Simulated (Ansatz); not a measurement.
Start from `CN([SiH3])[AsH2]` and change one atom or group to get `CN([SiH3])CF`.

Ansatz, PBE0-D4/def2-TZVP geometries, multiplicity 1. Each molecule was computed in one conformer, which needn't be the lowest.

Scalar relativity is left out up to krypton.

```csv
property,`CN([SiH3])[AsH2]`
LUMO energy (B3LYP/def2-TZVPP) / eV,-0.47
HOMO energy (PBE0/def2-TZVPP) / eV,-6.86
LUMO energy (ωB97M-V/def2-TZVPP) / eV,1.52
HOMO energy (PBE/def2-TZVPP) / eV,-5.57
HOMO energy (B3LYP/def2-TZVPP) / eV,-6.64
size of the dipole moment (PBE/def2-TZVPP) / D,0.63
```

**Question.** What does the change do to each property? (Best estimate.)

**Answer.** Computed: 
```
                                      property  `CN([SiH3])CF`  shift
           LUMO energy (B3LYP/def2-TZVPP) / eV            0.22   0.69
            HOMO energy (PBE0/def2-TZVPP) / eV           -7.25  -0.39
         LUMO energy (ωB97M-V/def2-TZVPP) / eV            2.08   0.56
             HOMO energy (PBE/def2-TZVPP) / eV           -5.92  -0.35
           HOMO energy (B3LYP/def2-TZVPP) / eV           -7.04  -0.40
size of the dipole moment (PBE/def2-TZVPP) / D            1.65   1.02
```

With PBE0 the HOMO falls by 0.39 eV and the LUMO rises by 0.71 eV, so the gap widens by about 1.10 eV. PBE moves the HOMO by -0.35 eV and ωB97M-V by -0.45 eV. Dipoles are sizes alone; their direction can turn.

B3LYP here is the variant with VWN-RPA as its local correlation; programs differ in this.
